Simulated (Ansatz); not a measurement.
Consider the formal exchange of groups at the Si–Al bond: `F[SiH]([AlH2])[GeH3]` + `C=C` → `C=C[SiH](F)[GeH3]` + `[AlH3]`.

Calculated with Ansatz (gas phase, PBE0-D4/def2-TZVP geometries, no zero-point term in ΔE). CBS: MP2 limit from def2 TZ/QZ plus the TZ coupled-cluster correction, frozen cores. This one scheme is used for every species. Functionals use def2-TZVPP. For Ge outer-core shells are correlated without core-valence functions, which leaves a few kJ/mol of doubt a bond. Scalar relativity is left out up to krypton. One conformer a species, not always the lowest.

| level | ΔE (kJ/mol) | difference from CCSD(T)/CBS |
| --- | --- | --- |
| PBE-D4 | 5.2 | 12.7 |
| revPBE-D4 | 0.6 | 8.1 |
| PBE0-D4 | 1.3 | 8.8 |
| r2SCAN0-D4 | -5.6 | 1.9 |
| CAM-B3LYP-D4 | -11.0 | -3.5 |
| ωB97M-V | -13.9 | -6.4 |
| B2PLYP | -8.4 | -0.9 |
| BLYP | 1.2 | 8.7 |
| r2SCANh | -3.7 | 3.8 |
| r2SCAN0 | -4.6 | 2.9 |
| BHLYP | -8.0 | -0.5 |
| CCSD/def2-SVP | -8.7 | -1.2 |
| CCSD(T)/def2-SVP | -9.5 | -2.0 |
| CCSD(T)/def2-TZVPP | -8.5 | -1.0 |
| SCS-MP2/def2-QZVPP | -16.0 | -8.5 |
| MP2/CBS(def2) | -16.4 | -8.9 |
| CCSD(T)/CBS | -7.5 | 0 |

(1) What do rigid-rotor, harmonic-oscillator terms from PBE0-D4/def2-TZVP frequencies (298.15 K, 1 bar) make of the CCSD(T)/CBS value? (Best estimate.)

Largest T1 diagnostic among the species: 0.012.

Answers

(1) Computed: ΔZPE = -8.5 kJ/mol, ΔH = -16.6 kJ/mol, ΔS = -18 J/(mol·K), ΔG = -11.1 kJ/mol.

From PBE to PBE0 (25 % exact exchange), in def2-TZVPP and without D4, ΔE moves by −4.3 kJ/mol. The D4 term adds −4.3 kJ/mol with B3LYP and −2.4 kJ/mol with PBE0; it sums over pairs of atoms, weighted by their polarisabilities, and B3LYP, whose exchange is more repulsive, gets the larger term.

B3LYP here is the variant with VWN-RPA as its local correlation; programs differ in this.
